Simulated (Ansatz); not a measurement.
A search over several starts for the lowest SCF solution of the cluster Cu₃H₄⁺ at the given spin, in a small basis.

```yaml
crystal:
  periodic: [false, false, false]
  atoms:
    - {symbol: Cu, position_ang: [1.469990, -0.193945, 0.412978]}
    - {symbol: Cu, position_ang: [-0.041549, 1.534876, 0.481395]}
    - {symbol: Cu, position_ang: [-0.821090, -0.548856, -0.447564]}
    - {symbol: H, position_ang: [0.623102, -1.402780, -0.254754]}
    - {symbol: H, position_ang: [-1.319285, -1.888343, -1.031776]}
    - {symbol: H, position_ang: [-1.454678, 1.085853, -0.126923]}
    - {symbol: H, position_ang: [1.543520, 1.413195, 0.966644]}
basis:
  gaussian: {orbitals: def2-SVP}
total_charge: 1
hamiltonian: {xc: pbe0, dispersion: d4}
output: {orbitals: {seedname: orbitals}}
```

```sh
$ ansatz run in.yaml --threads 4 --pin off --events-out ev --progress --plain --max-ram 3916MiB
```

It prints (some lines left out):

```
Functional definition: PBE0
1252 factors; integrals over basis functions are off by at most 1.2e-3 eV
mean field evaluation 1: about -133912.6353 eV, gradient 1.2e2 eV
mean field evaluation 2: about -132755.8457 eV, gradient 6.5e2 eV
mean field evaluation 4: about -133927.6727 eV, gradient 8.4e1 eV
mean field evaluation 8: about -133939.0609 eV, gradient 5.0e0 eV
mean field evaluation 16: about -133939.3025 eV, gradient 3.9e-2 eV
mean field -133939.30252359 eV, -4922.1785804220 hartree, gradient 5.6e-5 eV, S^2 0.000000; 0 other end points of the search recorded, 0 dependent functions left out
reference -133939.30259100 eV, -4922.1785828991 hartree; 45, 45 occupied and 68, 68 virtual orbitals, 1252 factors
Total energy: -133939.43347602 eV, -4922.1833928348 hartree
```

Hardware: 4 threads of Arm Neoverse V1 on a shared host. Wall time 2.3 s.

The structure comes from a short search, and lower isomers may exist.
